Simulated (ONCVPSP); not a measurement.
## What one change does to a pseudopotential (P (Z = 15), ONCV)

phosphorus (P), optimised norm-conserving Vanderbilt (ONCV), made with ONCVPSP 4.0.1 (PBE, fully relativistic). Core [Ne], reference 3s1.5 3p3.5. Waves: 3s: rc 1.65 bohr, ncon 3, nbas 7, qcut 4.5 1/bohr, 2 projectors, debl 2.9 Ha; 3p: rc 1.85 bohr, ncon 3, nbas 6, qcut 4.3 1/bohr, 1 projector; d scattering state at 0.02 Ha: rc 1.65 bohr, ncon 3, nbas 7, qcut 5.3 1/bohr, 3 projectors, debl 2.1 Ha. Local part: polynomial inside 1.45 bohr (lpopt 5, dvloc0 1 Ha). Core correction: polynomial model core, fcfact 0.15.

Open shells are filled in proportion to 2j + 1.

Change: all radii but the core radius scaled by about 1.29 (s 2.12, p 2.38, d 2.12 bohr); local potential polynomial inside 1.86 bohr (lpopt 5, dvloc0 1 Ha).

Cutoffs: the cutoffs (Ha) at which the residual kinetic energy of the hardest occupied pseudo-wave falls to 1 and 0.1 mHa per electron; they do not see the model core or the augmentation charge, which bear on the density cutoff. Errors are all-electron minus pseudo energies relative to the spin-unpolarised reference configuration.

Problem. How do hardness, ghosts and transferability respond?

Solution. The potential gets softer (9.0 Ha and 26 Ha → 7.1 Ha and 9.0 Ha); of the 4 tests that both files solve, the error grows in 3 and shrinks in 0 by more than 15 % and 0.3 meV (median size 8.4 → 12.7 meV); neither file shows a bound ghost. A larger radius leaves more room for a smooth pseudo-wave, so fewer plane waves are needed. More of the atom is replaced by a form fitted at one configuration, so other configurations suffer.

```csv
quantity,base,changed
"cutoff, loose",9.0 Ha,7.1 Ha
"cutoff, tight",26 Ha,9.0 Ha
loose cutoff by channel,"s 9.0 Ha, p 4.4 Ha","s 7.1 Ha, p 4.6 Ha"
bound ghosts,none,none
GHOST(+) flags under 300 eV,s at 192.6 eV,none
"error for 3s2 3p3, meV [ΔE -4.25 eV]",-0.6,-2.9
"error for 3s2 3p2, meV [ΔE 5.48 eV]",+1.3,+1.3
"error for 3s2 3p1, meV [ΔE 24.63 eV]",+16,+23
"error for 3s2 3p0, meV [ΔE 54.37 eV]",+49,+62
"rms error of d²Exc/dni dnj with the model core, mHa",3.97,5.14
```

Base: The cutoffs count occupied waves only; projector 3 of the d channel, the hardest unoccupied one, needs 36 Ha at the loose tolerance. Changed file: The cutoffs count occupied waves only; projector 3 of the d channel, the hardest unoccupied one, needs 27 Ha at the loose tolerance.
